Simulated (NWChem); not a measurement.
System: B$_{2}$Cl$_{3}$, doublet; SMILES Cl[B]B(Cl)Cl

Output (shortened):

```
             Northwest Computational Chemistry Package (NWChem) 7.3.0
             --------------------------------------------------------

 C2V symmetry detected

                             Geometry "geometry" -> ""
                             -------------------------

 Output coordinates in angstroms (scale by  1.889725989 to convert to a.u.)

  No.       Tag          Charge          X              Y              Z
 ---- ---------------- ---------- -------------- -------------- --------------
    1 Cl                  17.0000     0.00000000     0.00000000    -2.67791312
    2 B                    5.0000     0.00000000     0.00000000    -1.06054688
    3 B                    5.0000     0.00000000     0.00000000     0.48317696
    4 Cl                  17.0000     0.00000000     1.50187951     1.42386390
    5 Cl                  17.0000     0.00000000    -1.50187951     1.42386390

 Effective nuclear repulsion energy (a.u.)     253.2966921736

      Symmetry information
      --------------------

 Group name             C2v
 Group number             16
 Group order               4
 No. of unique centers     4

                                Z-matrix (autoz)
                                --------

 Units are Angstrom for bonds and degrees for angles

      Type          Name      I     J     K     L     M      Value
      ----------- --------  ----- ----- ----- ----- ----- ----------
    1 Stretch                  1     2                       1.61737
    2 Stretch                  2     3                       1.54372
    3 Stretch                  3     4                       1.77216
    4 Stretch                  3     5                       1.77216
    5 Bend                     1     3     4               122.06055
    6 Bend                     1     3     5               122.06055
    7 Bend                     2     3     4               122.06055
    8 Bend                     2     3     5               122.06055
    9 Bend                     4     3     5               115.87890
   10 Torsion                  2     3     4     5         180.00000
   11 Torsion                  2     3     5     4         180.00000
   12 Torsion                  1     2     4     3         180.00000
   13 Torsion                  1     2     5     3         180.00000

  pbe96 is a nonlocal functional; adding pw91lda local functional.

                           NWChem Geometry Optimization
                           ----------------------------

 maximum gradient threshold         (gmax) =   0.000450
 rms gradient threshold             (grms) =   0.000300
 maximum cartesian step threshold   (xmax) =   0.001800
 rms cartesian step threshold       (xrms) =   0.001200
 fixed trust radius                (trust) =   0.300000
 source of zmatrix                         =   autoz

          -------------------
          Energy Minimization
          -------------------

 Using diagonal initial Hessian
 Scaling for Hessian diagonals: bonds = 1.00  angles = 0.25  torsions = 0.10

          --------
          Step   0

                                 NWChem DFT Module
                                 -----------------

 Summary of "ao basis" -> "ao basis" (spherical)
 ------------------------------------------------------------------------------
       Tag                 Description            Shells   Functions and Types
 ---------------- ------------------------------  ------  ---------------------
 Cl                         def2-svp                 8       18   4s3p1d
 B                          def2-svp                 6       14   3s2p1d

      Symmetry analysis of basis
      --------------------------

        a1         36
        a2          8
        b1         15
        b2         23

            General Information
            -------------------
          SCF calculation type: DFT
          Wavefunction type:  spin polarized.
          No. of atoms     :     5
          No. of electrons :    61
           Alpha electrons :    31
            Beta electrons :    30
          Charge           :     0
          Spin multiplicity:     2
          Use of symmetry is: on ; symmetry adaption is: on
          Maximum number of iterations: 150
          AO basis - number of functions:    82
                     number of shells:    36
          Convergence on energy requested:  1.00D-06
          Convergence on density requested:  1.00D-05
          Convergence on gradient requested:  5.00D-04

[...]

      ----------------------
      Optimization converged
      ----------------------

  Step       Energy      Delta E   Gmax     Grms     Xrms     Xmax
  ---- ---------------- -------- -------- -------- -------- --------
@    4   -1429.24422489 -7.0D-08  0.00005  0.00002  0.00014  0.00031
                                     ok       ok       ok       ok

                                Z-matrix (autoz)
                                --------

 Units are Angstrom for bonds and degrees for angles

      Type          Name      I     J     K     L     M      Value     Gradient
      ----------- --------  ----- ----- ----- ----- ----- ---------- ----------
    1 Stretch                  1     2                       1.69154    0.00004
    2 Stretch                  2     3                       1.60253    0.00001
    3 Stretch                  3     4                       1.77580   -0.00005
    4 Stretch                  3     5                       1.77580   -0.00005
    5 Bend                     1     3     4               119.45819    0.00001
    6 Bend                     1     3     5               119.45819    0.00001
    7 Bend                     2     3     4               119.45819    0.00001
    8 Bend                     2     3     5               119.45819    0.00001
    9 Bend                     4     3     5               121.08362   -0.00001
   10 Torsion                  2     3     4     5         180.00000    0.00000
   11 Torsion                  2     3     5     4         180.00000   -0.00000
   12 Torsion                  1     2     4     3         180.00000    0.00000
   13 Torsion                  1     2     5     3         180.00000   -0.00000

                         Geometry "geometry" -> "geometry"
                         ---------------------------------

 Output coordinates in angstroms (scale by  1.889725989 to convert to a.u.)

  No.       Tag          Charge          X              Y              Z
 ---- ---------------- ---------- -------------- -------------- --------------
    1 Cl                  17.0000     0.00000000     0.00000000    -2.74559021
    2 B                    5.0000     0.00000000     0.00000000    -1.05404937
    3 B                    5.0000     0.00000000     0.00000000     0.54848220
    4 Cl                  17.0000     0.00000000     1.54621756     1.42180107
    5 Cl                  17.0000     0.00000000    -1.54621756     1.42180107

 Effective nuclear repulsion energy (a.u.)     248.2436345887

      Symmetry information
      --------------------

 Group name             C2v
 Group number             16
 Group order               4
 No. of unique centers     4

                Final and change from initial internal coordinates
                --------------------------------------------------

                                Z-matrix (autoz)
                                --------

 Units are Angstrom for bonds and degrees for angles

[...]

 Rotational Constants
 --------------------
 A=   0.100820 cm-1  (  0.145055 K)
 B=   0.040091 cm-1  (  0.057680 K)
 C=   0.028684 cm-1  (  0.041270 K)

 Temperature                      =   298.15K
 frequency scaling parameter      =   1.0000

 Zero-Point correction to Energy  =    6.466 kcal/mol  (  0.010305 au)
 Thermal correction to Energy     =   10.274 kcal/mol  (  0.016373 au)
 Thermal correction to Enthalpy   =   10.866 kcal/mol  (  0.017317 au)

 Total Entropy                    =   81.628 cal/mol-K
   - Translational                =   40.411 cal/mol-K (mol. weight = 126.9252)
   - Rotational                   =   27.632 cal/mol-K (symmetry #  =        2)
   - Vibrational                  =   13.586 cal/mol-K

 Cv (constant volume heat capacity) =   17.568 cal/mol-K
   - Translational                  =    2.979 cal/mol-K
   - Rotational                     =    2.979 cal/mol-K
   - Vibrational                    =   11.609 cal/mol-K

[normal modes left out]

 ----------------------------------------------------------------------------
 Normal Eigenvalue ||           Projected Infra Red Intensities
  Mode   [cm**-1]  || [atomic units] [(debye/angs)**2] [(KM/mol)] [arbitrary]
 ------ ---------- || -------------- ----------------- ---------- -----------
    1       -0.000 ||    0.000173           0.004         0.169       0.056
    2       -0.000 ||    0.000031           0.001         0.030       0.010
    3       -0.000 ||    0.000238           0.005         0.232       0.077
    4       -0.000 ||    0.000112           0.003         0.109       0.036
    5        0.000 ||    0.000382           0.009         0.372       0.123
    6        0.000 ||    0.000125           0.003         0.122       0.040
    7       50.394 ||    0.000002           0.000         0.002       0.001
    8      117.769 ||    0.000228           0.005         0.222       0.074
    9      205.579 ||    0.000619           0.014         0.604       0.200
   10      341.997 ||    0.000639           0.015         0.623       0.206
   11      390.502 ||    0.005252           0.121         5.120       1.693
   12      392.553 ||    0.000026           0.001         0.026       0.008
   13      801.136 ||    0.233471           5.386       227.599      75.265
   14      882.033 ||    0.190949           4.405       186.146      61.557
   15     1343.540 ||    0.033051           0.763        32.220      10.655
 ----------------------------------------------------------------------------
```

Level: PBE-D3(BJ)/def2-SVP, spin-unrestricted. In the optimisation the excess spin sits in b1 (C2v, its own frame).

### Question
Which NWChem input produces such a log?

### Answer
One answer among several that fit: the input that was run:
```
start job
memory heap 200 mb stack 900 mb global 1100 mb
geometry units angstroms
  Cl     2.633611    -0.468518    -0.080848
  B      1.041917    -0.185657    -0.032129
  B     -0.477234     0.084671     0.014629
  Cl    -1.137229     1.722207     0.169343
  Cl    -1.668660    -1.223360    -0.083213
end
basis spherical
  * library def2-svp
end
dft
  odft
  mult 2
  xc xpbe96 cpbe96
  disp vdw 4
  iterations 150
end
driver
  maxiter 120
end
task dft optimize
task dft freq
```
